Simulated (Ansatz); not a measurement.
Two structures of Si₂H₅ClO, closed shell, reached by relaxing down either side of one saddle point (PBE0-D4/def2-TZVP). Energies are electronic, without zero-point energy. Program: Ansatz 0.2.0. Basis: def2-TZVPP and def2-QZVPP. Cores are frozen in the correlated methods. Extrapolation: Hartree–Fock as exp(−7.88 √X), correlation as X^−2.97. First:

```
9
angstrom
Si -0.1603 -1.9552 0.7974
Cl 1.3692 -0.8775 1.8548
H 0.2112 -0.9952 -1.4970
O -0.1730 -0.6093 -0.7041
Si -0.0011 1.0785 -0.4844
H -1.3023 -1.1500 1.4024
H 1.4268 1.4391 -0.3812
H -0.7862 1.3884 0.7205
H -0.5843 1.6813 -1.7083
```

Second:

```xyz
9
angstrom
Si -0.1041 -1.5026 0.4016
Cl 1.1401 -1.1297 1.9929
H 0.5782 -2.4747 -0.4778
O -0.3920 -0.1327 -0.4115
Si -0.0357 1.4638 -0.5689
H -1.3726 -2.0350 0.9400
H 1.4159 1.6385 -0.8248
H -0.4137 2.1931 0.6669
H -0.8160 1.9795 -1.7183
```

Q: Which bonds change from the first to the second?

A: SiH₄O ([OH][SiH3]) + SiHCl ([SiH][Cl]) → Si₂H₅ClO ([SiH3][O][SiH2][Cl]); bonds formed: Si1–H3; dative contacts that become bonds: Si1–O4; bonds broken: H3–O4.

Q: Give the saddle point's structure and its height above each. (To be estimated.)

A: Computed: 24.03 kcal/mol above the first and 85.08 kcal/mol above the second (CCSD(T) at an estimated basis limit (MP2 extrapolated from triple and quadruple zeta, plus CCSD(T) − MP2 in triple zeta)).
Si1  (-0.018, -1.788, 0.583)
Cl2  (1.181, -0.962, 2.068)
H3  (0.184, -1.316, -0.983)
O4  (-0.422, -0.354, -0.516)
Si5  (0.011, 1.270, -0.594)
H6  (-1.306, -2.003, 1.315)
H7  (1.488, 1.388, -0.611)
H8  (-0.560, 1.954, 0.588)
H9  (-0.559, 1.809, -1.851)
(Å)

The T1 diagnostic stays at or below 0.014. The restricted Hartree–Fock reference is unstable towards an unrestricted one at one or more of these structures.

Losses and insertions of silylenes and their heavier kin drive the gas-phase chemistry of silicon and germanium vapour deposition.

Labels in which every atom is bracketed show which atoms are joined, not bond orders.

For scale, one of the runs: CCSD(T)/def2-TZVPP, 227 basis functions, launched by `ansatz run in.yaml --threads 4 --pin off --events-out ev --progress --plain --max-ram 9574MiB`. Time: 21 s of wall clock on 4 CPU threads of an AMD EPYC 9R45; the host was shared. Peak host memory: 3.5 GiB.
